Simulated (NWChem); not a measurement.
CH₄AlFO₂; SMILES C[O][Al]([F])[OH]

```xyz
9

Al     0.0730     0.5074    -0.0001
F      1.2711     1.6517    -0.0015
O     -1.5518     0.9686     0.0003
H     -1.8661     1.8736    -0.0004
O      0.5321    -1.1031     0.0010
C     -0.0205    -2.3767     0.0024
H      0.3066    -2.9419    -0.8882
H      0.3129    -2.9427     0.8901
H     -1.1259    -2.3681     0.0063
```
Atoms are numbered in this order, from 1.

The geometry was optimised at PBE0/def2-SVP.

 Unshifted, non-relativistic core excitations; the lowest 4 roots alone, so stronger bands may lie above.

Question: List the first Al K-edge excitations from B3LYP/6-311G** (spherical d), restricted-window TDA (NWChem).

Answer: 
```json
[
 {"state": "S1", "energy (eV)": "1522.3", "dipole oscillator strength": "0.0000", "leading excitation (squared amplitude)": "1s of atom 1 or its equivalents → LUMO (0.98)"},
 {"state": "S2", "energy (eV)": "1523.4", "dipole oscillator strength": "0.0043", "leading excitation (squared amplitude)": "1s of atom 1 or its equivalents → LUMO+1 (0.95)"},
 {"state": "S3", "energy (eV)": "1524.8", "dipole oscillator strength": "0.0005", "leading excitation (squared amplitude)": "1s of atom 1 or its equivalents → LUMO+2 (0.85)"},
 {"state": "S4", "energy (eV)": "1525.0", "dipole oscillator strength": "0.0005", "leading excitation (squared amplitude)": "1s of atom 1 or its equivalents → LUMO+3 (0.85)"}
]
```
